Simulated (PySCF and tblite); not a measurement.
The numbers below are computed, except where a source is named.
Dynamics report: rotation

System: 2,3-dimethylbutan-2-amine, C6H15N, numbered as in [CH3:1][CH:2]([CH3:3])[C:4]([CH3:5])([CH3:6])[NH2:7].

Motion: rotation about the C2–C4 bond (torsion C1–C2–C4–C5 from 67° to -58°, falling). Geometries: GFN2-xTB; energies: PBE0/pcSseg-1 + D3(BJ), IEF-PCM benzene; zero-point and thermal terms from GFN2-xTB harmonic modes (soft modes blended into free rotors). Rate constants are transition-state-theory values, counting equivalent paths, without tunnelling. (PySCF 2.14 with density fitting, tblite 0.8.)

```json
{"point": "start", "symmetry": "C1", "E(GFN2) kcal/mol": "0.0", "E(DFT) kcal/mol": "0.0", "ZPE change kcal/mol": "0.00", "lowest mode cm⁻¹": "72", "dipole D": "1.43"}
{"point": "saddle", "symmetry": "C1", "E(GFN2) kcal/mol": "4.9", "E(DFT) kcal/mol": "6.7", "ZPE change kcal/mol": "0.30", "lowest mode cm⁻¹": "88i", "dipole D": "1.33"}
{"point": "end", "symmetry": "C1", "E(GFN2) kcal/mol": "0.6", "E(DFT) kcal/mol": "0.5", "ZPE change kcal/mol": "-0.03", "lowest mode cm⁻¹": "56", "dipole D": "1.42"}
```

```json
{
 "Electronic barrier": "6.7 kcal/mol",
 "Barrier with zero-point energy": "7.0 kcal/mol",
 "ΔH‡ (298 K)": "6.3 kcal/mol",
 "ΔS‡ (298 K, symmetry apart)": "-5.0 cal/(mol K)",
 "Paths": "1 equivalent path",
 "End point": "a different minimum",
 "Mean lifetime of the start against this motion at 298 K": "81 ns",
 "Cost": "3.3 min on 1 thread of Intel Xeon Platinum 8259CL @ 2.50GHz, on a host shared with other jobs (rough), peak memory 1.1 GiB, launched as `OMP_NUM_THREADS=1 python ens_run.py task.json out`"
}
```

```json
{"T/K": "200", "ΔG‡ kcal/mol": "7.4", "k s⁻¹": "3.4×10⁴", "ΔG kcal/mol": "0.4", "k back s⁻¹": "9.2×10⁴"}
{"T/K": "250", "ΔG‡ kcal/mol": "7.6", "k s⁻¹": "1.2×10⁶", "ΔG kcal/mol": "0.4", "k back s⁻¹": "2.6×10⁶"}
{"T/K": "298", "ΔG‡ kcal/mol": "7.8", "k s⁻¹": "1.2×10⁷", "ΔG kcal/mol": "0.4", "k back s⁻¹": "2.3×10⁷"}
{"T/K": "350", "ΔG‡ kcal/mol": "8.0", "k s⁻¹": "7.4×10⁷", "ΔG kcal/mol": "0.3", "k back s⁻¹": "1.2×10⁸"}
{"T/K": "400", "ΔG‡ kcal/mol": "8.2", "k s⁻¹": "2.7×10⁸", "ΔG kcal/mol": "0.3", "k back s⁻¹": "4.2×10⁸"}
```

ΔG and ΔG‡ leave out symmetry numbers and mirror images; rates count paths: 1 out, 1 back.
